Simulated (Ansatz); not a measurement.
Basis-set extrapolation for C₂H₅AlCl₂, SMILES `C[CH2][Al]([Cl])[Cl]` (PBE0-D4/def2-TZVP geometry, frozen core, Ansatz 0.2.0). Multiplicity 1, RHF reference.

```csv
,def2-TZVPP,def2-QZVPP
HF,-1239.788360,-1239.824430
MP2 correlation,-0.799626,-0.867599
CCSD(T) correlation,-0.893904,not run
```

Energies in hartree. Use E(X) = E(∞) + A·exp(−7.88·√X) for Hartree–Fock and E(X) = E(∞) + B·X^(−2.97) for correlation, with X = 3 and 4, and add CCSD(T) minus MP2 of the smaller set to the MP2 limit.

What is the CCSD(T) energy at the basis-set limit?

HF limit: -1239.824430 + (-0.036070) × 0.13774 = -1239.82940. MP2 limit: -0.867599 + (-0.067973) × 0.74074 = -0.91795. Higher-order term: -0.893904 − (-0.799626) = -0.09428. Total: -1240.84163 hartree, 100.0 kcal/mol below CCSD(T)/def2-TZVPP.
